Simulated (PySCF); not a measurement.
## Nb⁺: ionisation energy

Nb⁺ [Kr] 4d4 (5D) → Nb²⁺ [Kr] 4d3 (4F), as a difference of total energies. All numbers are calculated (PySCF 2.14, scalar relativity through the core potential, in aug-cc-pVDZ-PP with ECP28MDF (5s5p4d2f, 54 functions)). Correlated levels: valence: 4s2 4p6 frozen. The calculations carry no spin-orbit coupling.

```csv
method,ionisation energy (eV)
UHF,13.093
MP2 (valence),13.541
SCS-MP2 (valence),13.243
```

Q: How much does correlation contribute at MP2 (valence)?

A: 13.541 − (13.093) = 0.448 eV, measured against UHF.

The reference lies between the lowest fine-structure levels, while these numbers refer to the centres of the terms.

Errors of the correlated levels include the incompleteness of this basis and the frozen core.

For comparison: 14.32 eV (semi-empirical (NIST evaluation); NIST Atomic Spectra Database, ionization energies).
